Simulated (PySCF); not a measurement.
# Basis-set dependence of population analyses: di-n-propyl ether

Di-n-propyl ether, C6H14O.
Cartesian coordinates in Å at the PBE0-D3(BJ)/def2-SVP level; atoms count from 1:
```xyz
21
C6H14O angstrom
C     -2.8651    1.2922    0.1090
C     -1.8805    0.1441   -0.0326
C     -0.4611    0.5403    0.3131
O      0.3736   -0.5699    0.1501
C      1.7009   -0.3827    0.5520
C      2.5427    0.4187   -0.4313
C      4.0008    0.5009   -0.0107
H     -2.6033    2.1331   -0.5535
H     -2.8881    1.6801    1.1403
H     -3.8872    0.9767   -0.1472
H     -2.1700   -0.6994    0.6158
H     -1.8857   -0.2455   -1.0640
H     -0.4118    0.9087    1.3609
H     -0.1444    1.3864   -0.3315
H      1.7378    0.0959    1.5542
H      2.1343   -1.3907    0.6645
H      2.1294    1.4362   -0.5346
H      2.4513   -0.0548   -1.4233
H      4.1104    0.9910    0.9704
H      4.4528   -0.5010    0.0704
H      4.5979    1.0753   -0.7343
```

PBE0 throughout (PySCF), one geometry, spherical d and f functions. Isolated species at its PBE0-D3(BJ)/def2-SVP geometry (one conformer only). Atoms taken as equivalent share a column and are averaged.

Mulliken charges (e):

```tsv
basis	functions	C1/C7	C2/C6	C3/C5	O4	H8 (×6)	H11/H12/H17/H18	H13/H14/H15/H16
STO-3G	49	-0.231	-0.147	-0.038	-0.223	+0.077	+0.079	+0.068
pcSseg-0	91	-0.653	-0.553	-0.073	-0.677	+0.231	+0.248	+0.215
6-31G	91	-0.502	-0.328	-0.046	-0.537	+0.166	+0.174	+0.149
6-31G*	126	-0.535	-0.344	-0.047	-0.483	+0.175	+0.176	+0.145
cc-pVDZ	168	-0.097	-0.117	+0.119	-0.326	+0.044	+0.042	+0.021
def2-SVP	168	-0.099	-0.115	+0.163	-0.400	+0.044	+0.045	+0.015
pcSseg-1	189	-0.298	-0.297	+0.069	-0.516	+0.115	+0.124	+0.095
6-311+G(2d,p)	273	-0.625	+0.018	-0.213	-0.243	+0.145	+0.131	+0.122
aug-cc-pVDZ	287	+0.411	+0.580	+0.832	-0.555	-0.131	-0.252	-0.325
def2-TZVP	301	-0.380	-0.168	-0.058	-0.265	+0.121	+0.102	+0.085
```

IAO charges (e):

| basis | functions | C1/C7 | C2/C6 | C3/C5 | O4 | H8 (×6) | H11/H12/H17/H18 | H13/H14/H15/H16 |
| --- | --- | --- | --- | --- | --- | --- | --- | --- |
| STO-3G | 49 | -0.392 | -0.267 | -0.124 | -0.219 | +0.132 | +0.134 | +0.114 |
| pcSseg-0 | 91 | -0.425 | -0.277 | -0.064 | -0.370 | +0.141 | +0.144 | +0.119 |
| 6-31G | 91 | -0.432 | -0.266 | -0.071 | -0.374 | +0.143 | +0.142 | +0.121 |
| 6-31G* | 126 | -0.411 | -0.256 | -0.037 | -0.387 | +0.136 | +0.134 | +0.110 |
| cc-pVDZ | 168 | -0.410 | -0.254 | -0.037 | -0.386 | +0.136 | +0.133 | +0.110 |
| def2-SVP | 168 | -0.400 | -0.250 | -0.032 | -0.386 | +0.132 | +0.131 | +0.108 |
| pcSseg-1 | 189 | -0.411 | -0.256 | -0.037 | -0.393 | +0.136 | +0.134 | +0.112 |
| 6-311+G(2d,p) | 273 | -0.423 | -0.262 | -0.041 | -0.400 | +0.140 | +0.137 | +0.115 |
| aug-cc-pVDZ | 287 | -0.421 | -0.260 | -0.040 | -0.399 | +0.139 | +0.137 | +0.114 |
| def2-TZVP | 301 | -0.423 | -0.263 | -0.038 | -0.399 | +0.140 | +0.137 | +0.114 |

Hirshfeld charges (e):

```json
{"basis": "STO-3G", "functions": "49", "C1/C7": "-0.040", "C2/C6": "-0.015", "C3/C5": "+0.057", "O4": "-0.158", "H8 (×6)": "+0.014", "H11/H12/H17/H18": "+0.013", "H13/H14/H15/H16": "+0.005"}
{"basis": "pcSseg-0", "functions": "91", "C1/C7": "-0.100", "C2/C6": "-0.056", "C3/C5": "+0.014", "O4": "-0.142", "H8 (×6)": "+0.035", "H11/H12/H17/H18": "+0.030", "H13/H14/H15/H16": "+0.024"}
{"basis": "6-31G", "functions": "91", "C1/C7": "-0.098", "C2/C6": "-0.057", "C3/C5": "+0.016", "O4": "-0.168", "H8 (×6)": "+0.034", "H11/H12/H17/H18": "+0.033", "H13/H14/H15/H16": "+0.027"}
{"basis": "6-31G*", "functions": "126", "C1/C7": "-0.099", "C2/C6": "-0.059", "C3/C5": "+0.013", "O4": "-0.153", "H8 (×6)": "+0.035", "H11/H12/H17/H18": "+0.033", "H13/H14/H15/H16": "+0.026"}
{"basis": "cc-pVDZ", "functions": "168", "C1/C7": "-0.107", "C2/C6": "-0.069", "C3/C5": "+0.004", "O4": "-0.124", "H8 (×6)": "+0.037", "H11/H12/H17/H18": "+0.034", "H13/H14/H15/H16": "+0.027"}
{"basis": "def2-SVP", "functions": "168", "C1/C7": "-0.110", "C2/C6": "-0.070", "C3/C5": "+0.005", "O4": "-0.131", "H8 (×6)": "+0.038", "H11/H12/H17/H18": "+0.035", "H13/H14/H15/H16": "+0.028"}
{"basis": "pcSseg-1", "functions": "189", "C1/C7": "-0.112", "C2/C6": "-0.073", "C3/C5": "+0.004", "O4": "-0.138", "H8 (×6)": "+0.039", "H11/H12/H17/H18": "+0.036", "H13/H14/H15/H16": "+0.030"}
{"basis": "6-311+G(2d,p)", "functions": "273", "C1/C7": "-0.113", "C2/C6": "-0.079", "C3/C5": "-0.002", "O4": "-0.146", "H8 (×6)": "+0.040", "H11/H12/H17/H18": "+0.040", "H13/H14/H15/H16": "+0.034"}
{"basis": "aug-cc-pVDZ", "functions": "287", "C1/C7": "-0.121", "C2/C6": "-0.082", "C3/C5": "-0.005", "O4": "-0.142", "H8 (×6)": "+0.042", "H11/H12/H17/H18": "+0.041", "H13/H14/H15/H16": "+0.035"}
{"basis": "def2-TZVP", "functions": "301", "C1/C7": "-0.116", "C2/C6": "-0.078", "C3/C5": "-0.003", "O4": "-0.140", "H8 (×6)": "+0.041", "H11/H12/H17/H18": "+0.040", "H13/H14/H15/H16": "+0.033"}
```

ESP-fitted charges (e):

```json
{"basis": "STO-3G", "functions": "49", "C1/C7": "-0.461", "C2/C6": "+0.014", "C3/C5": "+0.079", "O4": "-0.353", "H8 (×6)": "+0.121", "H11/H12/H17/H18": "+0.049", "H13/H14/H15/H16": "+0.041"}
{"basis": "pcSseg-0", "functions": "91", "C1/C7": "-0.552", "C2/C6": "+0.068", "C3/C5": "+0.222", "O4": "-0.590", "H8 (×6)": "+0.140", "H11/H12/H17/H18": "+0.040", "H13/H14/H15/H16": "+0.028"}
{"basis": "6-31G", "functions": "91", "C1/C7": "-0.448", "C2/C6": "+0.018", "C3/C5": "+0.276", "O4": "-0.598", "H8 (×6)": "+0.115", "H11/H12/H17/H18": "+0.045", "H13/H14/H15/H16": "+0.009"}
{"basis": "6-31G*", "functions": "126", "C1/C7": "-0.462", "C2/C6": "+0.086", "C3/C5": "+0.162", "O4": "-0.469", "H8 (×6)": "+0.116", "H11/H12/H17/H18": "+0.029", "H13/H14/H15/H16": "+0.022"}
{"basis": "cc-pVDZ", "functions": "168", "C1/C7": "-0.407", "C2/C6": "+0.085", "C3/C5": "+0.182", "O4": "-0.456", "H8 (×6)": "+0.101", "H11/H12/H17/H18": "+0.022", "H13/H14/H15/H16": "+0.012"}
{"basis": "def2-SVP", "functions": "168", "C1/C7": "-0.404", "C2/C6": "+0.075", "C3/C5": "+0.220", "O4": "-0.497", "H8 (×6)": "+0.100", "H11/H12/H17/H18": "+0.023", "H13/H14/H15/H16": "+0.006"}
{"basis": "pcSseg-1", "functions": "189", "C1/C7": "-0.438", "C2/C6": "+0.112", "C3/C5": "+0.218", "O4": "-0.525", "H8 (×6)": "+0.106", "H11/H12/H17/H18": "+0.016", "H13/H14/H15/H16": "+0.010"}
{"basis": "6-311+G(2d,p)", "functions": "273", "C1/C7": "-0.498", "C2/C6": "+0.129", "C3/C5": "+0.159", "O4": "-0.499", "H8 (×6)": "+0.121", "H11/H12/H17/H18": "+0.023", "H13/H14/H15/H16": "+0.026"}
{"basis": "aug-cc-pVDZ", "functions": "287", "C1/C7": "-0.478", "C2/C6": "+0.117", "C3/C5": "+0.170", "O4": "-0.492", "H8 (×6)": "+0.116", "H11/H12/H17/H18": "+0.023", "H13/H14/H15/H16": "+0.021"}
{"basis": "def2-TZVP", "functions": "301", "C1/C7": "-0.490", "C2/C6": "+0.135", "C3/C5": "+0.168", "O4": "-0.486", "H8 (×6)": "+0.118", "H11/H12/H17/H18": "+0.018", "H13/H14/H15/H16": "+0.019"}
```

Some averages cover members that differ in this geometry, most widely: H13/H14/H15/H16, Mulliken in aug-cc-pVDZ -0.423 to -0.205; C3/C5, Mulliken in aug-cc-pVDZ +0.740 to +0.924; C3/C5, ESP-fitted in pcSseg-0 +0.165 to +0.280; C3/C5, Mulliken in 6-311+G(2d,p) -0.264 to -0.162 e.

Problem. Which scheme is steadiest as the basis changes?

Solution. Largest range over the bases for any column: Hirshfeld 0.08 e, IAO 0.18 e, ESP-fitted 0.24 e, Mulliken 1.13 e. Hirshfeld charges move least and Mulliken charges most, counted in e. Without the minimal STO-3G basis the ranges are Hirshfeld 0.04, IAO 0.04, ESP-fitted 0.15, Mulliken 1.13 e.

Problem. How much do the charges still move between the two largest bases, aug-cc-pVDZ and def2-TZVP?

Solution. At most, over all atoms: Mulliken 0.977 e, IAO 0.002 e, Hirshfeld 0.004 e, ESP-fitted 0.024 e.

Problem. What do the same runs give for the total energy, the frontier levels and the dipole moment?

Solution. 
```json
{"basis": "STO-3G", "energy (Eh)": "-308.0962", "HOMO (eV)": "-3.82", "LUMO (eV)": "8.60", "μ (D)": "1.00"}
{"basis": "pcSseg-0", "energy (Eh)": "-311.1876", "HOMO (eV)": "-7.05", "LUMO (eV)": "2.20", "μ (D)": "1.49"}
{"basis": "6-31G", "energy (Eh)": "-311.8185", "HOMO (eV)": "-6.93", "LUMO (eV)": "2.78", "μ (D)": "1.40"}
{"basis": "6-31G*", "energy (Eh)": "-311.9027", "HOMO (eV)": "-6.95", "LUMO (eV)": "2.86", "μ (D)": "1.06"}
{"basis": "cc-pVDZ", "energy (Eh)": "-311.9226", "HOMO (eV)": "-7.03", "LUMO (eV)": "1.97", "μ (D)": "1.00"}
{"basis": "def2-SVP", "energy (Eh)": "-311.6843", "HOMO (eV)": "-7.12", "LUMO (eV)": "1.86", "μ (D)": "1.11"}
{"basis": "pcSseg-1", "energy (Eh)": "-311.8699", "HOMO (eV)": "-7.20", "LUMO (eV)": "1.53", "μ (D)": "1.16"}
{"basis": "6-311+G(2d,p)", "energy (Eh)": "-311.9989", "HOMO (eV)": "-7.23", "LUMO (eV)": "0.38", "μ (D)": "1.12"}
{"basis": "aug-cc-pVDZ", "energy (Eh)": "-311.9434", "HOMO (eV)": "-7.21", "LUMO (eV)": "-0.03", "μ (D)": "1.07"}
{"basis": "def2-TZVP", "energy (Eh)": "-312.0227", "HOMO (eV)": "-7.22", "LUMO (eV)": "1.23", "μ (D)": "1.04"}
```

The dipole is fixed by the density alone, so its range of 0.49 D shows that the density itself changes with the basis, not only its division among atoms.
